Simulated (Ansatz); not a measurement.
Consider the redistribution: `O[SiH2][SnH2][SiH3]` + `Cl[SiH](Cl)Cl` → `[SiH3][SnH2][Cl]` + `O[SiH2][SiH](Cl)Cl`.

Calculated with Ansatz (gas phase, PBE0-D4/def2-TZVP geometries, no zero-point term in ΔE). CCSD(T)/CBS adds triple-zeta CCSD(T) − MP2 to the extrapolated MP2 energy (def2 sets, frozen cores). This one scheme is used for every species. Elements past krypton have def2 core potentials. For Sn outer-core shells are correlated without core-valence functions, which leaves a few kJ/mol of doubt a bond. One conformer a species, not always the lowest.

```
             level  ΔE (eV)
SCS-MP2/def2-TZVPP     0.34
   CCSD/def2-TZVPP     0.32
    MP2/def2-QZVPP     0.40
     MP2/CBS(def2)     0.39
```

(1) What does CCSD(T)/CBS give? (Estimate.)

Largest T1 diagnostic among the species: 0.013.

## Answers

(1) The calculation gave: +0.31 eV. The listed levels differ from it by 0.03, 0.01, 0.09, 0.08 eV.

In def2-TZVPP, CCSD(T) changes the Hartree–Fock value by +0.18 eV (the triples alone add +0.02 eV) and MP2 by +0.25 eV.
